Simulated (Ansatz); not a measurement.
Consider the cleavage of the Si–Si bond: `O[SiH2][SiH]([SiH3])S` + `[OH][Hf]([Cl])([Cl])[Cl]` → `[SiH3][O][Hf]([Cl])([Cl])[Cl]` + `O[SiH2][SiH2]S`.

Computed with Ansatz on PBE0-D4/def2-TZVP structures; ΔE is electronic, products minus reactants. CCSD(T)/CBS is the MP2 limit (def2-TZVPP, def2-QZVPP) plus CCSD(T) − MP2 in def2-TZVPP, frozen cores. Functionals use def2-TZVPP. B3LYP here is the variant with VWN-RPA as its local correlation; programs differ in this. def2 core potentials past Kr. For Hf outer-core shells are correlated without core-valence functions, which leaves a few kJ/mol of doubt a bond. Each species was taken in one conformer, which may not be the lowest.

`O[SiH2][SiH]([SiH3])S`:

Z-matrix (Å, degrees):
```
Si
Si 1 2.337
O 1 1.657 2 104.3
H 1 1.491 2 110.6 3 119.3
H 1 1.492 2 112.3 3 -120.7
S 2 2.148 1 106.0 3 -41.9
Si 2 2.337 1 111.9 3 -158.7
H 2 1.492 1 110.5 3 79.3
H 3 0.958 1 118.0 2 174.0
H 6 1.346 2 94.0 1 36.3
H 7 1.487 2 110.6 1 171.7
H 7 1.486 2 109.8 1 51.2
H 7 1.488 2 109.5 1 -68.4
```

`[OH][Hf]([Cl])([Cl])[Cl]`:

```xyz
6

O    -1.358   -0.435   -0.397
Hf    0.368    0.118    0.108
Cl    1.791   -0.020   -1.740
Cl    0.277    2.325    0.870
Cl    1.154   -1.274    1.813
H    -2.232   -0.713   -0.654
```

`[SiH3][O][Hf]([Cl])([Cl])[Cl]`:

```xyz
9

Si   -0.213    1.796    0.380
O    -0.021    0.191    0.042
Hf    0.197   -1.654   -0.350
Cl   -1.305   -2.231   -2.042
Cl    2.395   -2.005   -1.054
Cl   -0.245   -2.877    1.589
H    -0.879    1.929    1.699
H    -1.050    2.411   -0.679
H     1.122    2.440    0.415
```

`O[SiH2][SiH2]S`:

Cartesian coordinates in Å:
```
O -1.240 1.637 -0.209
Si 0.311 1.168 -0.523
Si 0.679 -0.789 0.714
S -1.165 -1.898 0.522
H -1.850 0.916 -0.022
H 1.201 2.299 -0.159
H 0.513 0.855 -1.968
H 0.776 -0.539 2.175
H 1.846 -1.605 0.281
H -1.072 -2.044 -0.811
```

Question: Is it downhill or uphill in electronic energy at CCSD(T)/CBS, and by how much? (Estimate.)

Answer: Computed: Downhill: ΔE = -24.8 kcal/mol.

Question: What do these levels give: PBE0-D4, r2SCAN, PBE0, B3LYP, MP2/CBS(def2), CCSD/CBS(def2)? (Estimate.)

Answer: The calculation gave: PBE0-D4 -20.5, r2SCAN -23.5, PBE0 -21.1, B3LYP -25.7, MP2/CBS(def2) -25.9, CCSD/CBS(def2) -25.5 kcal/mol.

Largest T1 diagnostic among the species: 0.014.

The D4 term adds +1.1 kcal/mol with B3LYP and +0.6 kcal/mol with PBE0; it sums over pairs of atoms, weighted by their polarisabilities, and B3LYP, whose exchange is more repulsive, gets the larger term. From PBE to PBE0 (25 % exact exchange), in def2-TZVPP and without D4, ΔE moves by −1.3 kcal/mol. In def2-TZVPP, CCSD(T) changes the Hartree–Fock value by +5.5 kcal/mol (the triples alone add +0.7 kcal/mol) and MP2 by +4.4 kcal/mol.
